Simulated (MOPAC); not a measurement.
MOPAC input (MNDO):

```
MNDO PRECISE GNORM=0.05 LET XYZ UHF MS=0.5 GEO-OK AUX(PRECISION=9) THREADS=1
HBr2Ge

Br    1.91160700 1   -0.36971600 1   -0.19770000 1
Ge   -0.01013600 1    0.77366600 1    0.47877600 1
Br   -1.90195200 1   -0.39861100 1   -0.23174500 1
H    -0.01357900 1    2.13414500 1   -0.29023200 1
```

Output:

```
 *******************************************************************************
 **                                                                           **
 **                              MOPAC v23.2.5                                **
 **                                                                           **
 *******************************************************************************
 ** MOPAC's Digital Object Identifier: https://doi.org/10.5281/zenodo.6511958 **
 **                                                                           **
 ** Please cite the open-source release paper for use of this MOPAC version:  **
 ** J. E. Moussa and J. J. P. Stewart (2026)                                  **
 ** MOPAC: An open-source semiempirical molecular orbital program             **
 ** J. Open Source Softw., 11(119), 8025, https://doi.org/10.21105/joss.08025 **
 *******************************************************************************

                              MNDO CALCULATION RESULTS

 *******************************************************************************
 *  MNDO       - The MNDO Hamiltonian to be used
 *  GEO-OK     - OVERRIDE INTERATOMIC DISTANCE AND OTHER SAFETY CHECKS
 *  UHF        - UNRESTRICTED HARTREE-FOCK CALCULATION
 *  MS=        - IN MECI, MAGNETIC COMPONENT OF SPIN =  0.5
 *  LET        - OVERRIDE SOME SAFETY CHECKS
 *  PRECISE    - TIGHTER CRITERIA TO BE USED
 *  XYZ        - CARTESIAN COORDINATE SYSTEM TO BE USED
 *  GNORM      - EXIT WHEN GRADIENT NORM DROPS BELOW 0.050
 *  AUX        - OUTPUT AUXILIARY INFORMATION
 *******************************************************************************
MNDO PRECISE GNORM=0.05 LET XYZ UHF MS=0.5 GEO-OK AUX(PRECISION=9) THREADS=1
 HBr2Ge

   ATOM   CHEMICAL          X               Y               Z
  NUMBER   SYMBOL      (ANGSTROMS)     (ANGSTROMS)     (ANGSTROMS)

     1      Br          1.91160700  *  -0.36971600  *  -0.19770000  *
     2      Ge         -0.01013600  *   0.77366600  *   0.47877600  *
     3      Br         -1.90195200  *  -0.39861100  *  -0.23174500  *
     4       H         -0.01357900  *   2.13414500  *  -0.29023200  *

          CARTESIAN COORDINATES

    NO.       ATOM           X           Y           Z

     1        Br          1.9116     -0.3697     -0.1977
     2        Ge         -0.0101      0.7737      0.4788
     3        Br         -1.9020     -0.3986     -0.2317
     4         H         -0.0136      2.1341     -0.2902

  H: (MNDO): M.J.S. DEWAR, W. THIEL, J. AM. CHEM. SOC., 99, 4899, (1977)
 Ge: (MNDO): M.J.S.DEWAR, G.L.GRADY, E.F.HEALY,ORGANOMETALLICS 6 186-189 (1987)
 Br: (MNDO): M.J.S.DEWAR, E.F. HEALY, J. COMP. CHEM., 4, 542, (1983)

           Empirical Formula: H Br2 Ge  =     4 atoms

      MOLECULAR POINT GROUP   :   Cs

          UHF CALCULATION, NO. OF ALPHA ELECTRONS =   10
                           NO. OF BETA  ELECTRONS =    9

          Geometry optimization using EF

          DIAGONAL MATRIX USED AS START HESSIAN

 CYCLE:     1  GRAD.:    44.751 HEAT: -2.577723
 CYCLE:     2  GRAD.:    66.071 HEAT: -1.905152
 CYCLE:     3  GRAD.:    16.734 HEAT: -4.157734
 CYCLE:     4  GRAD.:    12.497 HEAT: -4.279435
 CYCLE:     5  GRAD.:     3.745 HEAT: -4.467857
 CYCLE:     6  GRAD.:     1.992 HEAT: -4.513862
 CYCLE:     7  GRAD.:     0.665 HEAT: -4.534223
 CYCLE:     8  GRAD.:     0.211 HEAT: -4.535036
 CYCLE:     9  GRAD.:     0.159 HEAT: -4.535203
 CYCLE:    10  GRAD.:     0.240 HEAT: -4.535404
 CYCLE:    11  GRAD.:     0.373 HEAT: -4.535425
 CYCLE:    12  GRAD.:     0.070 HEAT: -4.535538
 CYCLE:    13  GRAD.:     0.017 HEAT: -4.535544

     GRADIENT =  0.01739 IS LESS THAN CUTOFF =  0.05000

 -------------------------------------------------------------------------------
 MNDO PRECISE GNORM=0.05 LET XYZ UHF MS=0.5 GEO-OK AUX(PRECISION=9) THREADS=1
 HBr2Ge

     GEOMETRY OPTIMISED USING EIGENVECTOR FOLLOWING (EF).
     SCF FIELD WAS ACHIEVED

                              MNDO CALCULATION
                                                       MOPAC v23.2.5 Linux

          FINAL HEAT OF FORMATION =         -4.53554 KCAL/MOL =     -18.97671 KJ/MOL

          COSMO AREA              =        126.27 SQUARE ANGSTROMS
          COSMO VOLUME            =        117.95 CUBIC ANGSTROMS

          GRADIENT NORM           =          0.01739          =       0.00870 PER ATOM
          IONIZATION POTENTIAL    =          9.764640 EV
          ALPHA SOMO LUMO (EV)    =         -9.765 -1.265
          BETA  SOMO LUMO (EV)    =        -11.538 -1.535
          NO. OF ALPHA ELECTRONS  =         10
          NO. OF BETA  ELECTRONS  =          9
          MOLECULAR WEIGHT        =        233.4059         POINT GROUP:  Cs

          MOLECULAR DIMENSIONS (Angstroms)

            Atom       Atom       Distance
           Br     3   Br     1     3.87317
            H     4   Br     3     2.48676
           Ge     2   Br     1     0.60408

          SCF CALCULATIONS        =         14

   ATOM   CHEMICAL          X               Y               Z
  NUMBER   SYMBOL      (ANGSTROMS)     (ANGSTROMS)     (ANGSTROMS)

     1      Br          1.94108177  *  -0.36005614  *  -0.18355214  *
     2      Ge         -0.00958175  *   0.75657958  *   0.43176923  *
     3      Br         -1.93182338  *  -0.38940488  *  -0.21812857  *
     4       H         -0.01475137  *   2.11117027  *  -0.13851590  *

                             CARTESIAN COORDINATES

   1   Br        1.941081773    -0.360056145    -0.183552136
   2   Ge       -0.009581751     0.756579583     0.431769230
   3   Br       -1.931823375    -0.389404876    -0.218128567
   4    H       -0.014751375     2.111170269    -0.138515899

           Empirical Formula: H Br2 Ge  =     4 atoms

      MOLECULAR POINT GROUP   :   Cs

          ALPHA EIGENVALUES
 -25.07568 -24.67687 -16.88268 -13.61827 -13.31111 -12.05406 -11.72097 -11.63743
 -11.56951  -9.76464  -1.26464  -1.12154   0.68851

           BETA EIGENVALUES
 -24.88512 -24.52504 -16.18565 -13.31048 -13.05550 -11.84388 -11.62358 -11.59626
 -11.53850  -1.53475  -0.92694  -0.33378   1.14914

              NET ATOMIC CHARGES AND DIPOLE CONTRIBUTIONS

  ATOM NO.   TYPE          CHARGE      No. of ELECS.   s-Pop       p-Pop
    1         Br          -0.477127        7.4771     1.99292     5.48420
    2         Ge           1.308069        2.6919     1.16958     1.52236
    3         Br          -0.477130        7.4771     1.99292     5.48421
    4          H          -0.353811        1.3538     1.35381
 DIPOLE           X         Y         Z       TOTAL
 POINT-CHG.    -0.056     2.883     3.869     4.825
 HYBRID         0.010     0.275    -1.396     1.422
 SUM           -0.046     3.159     2.473     4.012

          ATOMIC ORBITAL ELECTRON POPULATIONS

     Atom    s        px        py        pz
    1 Br   1.99292   1.64912   1.88439   1.95069
    2 Ge   1.16958   0.44511   0.51453   0.56272
    3 Br   1.99292   1.65841   1.87869   1.94711
    4  H   1.35381

                    (SZ)    =    0.500000
                    (S**2)  =    0.752326

          ATOMIC ORBITAL SPIN POPULATIONS

    Atom   Total    s     px     py     pz
         Atomic
    1 Br  0.0565  0.002  0.024  0.002  0.029
    2 Ge  0.8464  0.368  0.001  0.015  0.463
    3 Br  0.0565  0.002  0.022  0.002  0.030
    4  H  0.0406  0.041

 **********************
 *                    *
 * JOB ENDED NORMALLY *
 *                    *
 **********************

 == MOPAC DONE ==
```

The geometry given is a B3LYP-D3(BJ)/def2-TZVP minimum.
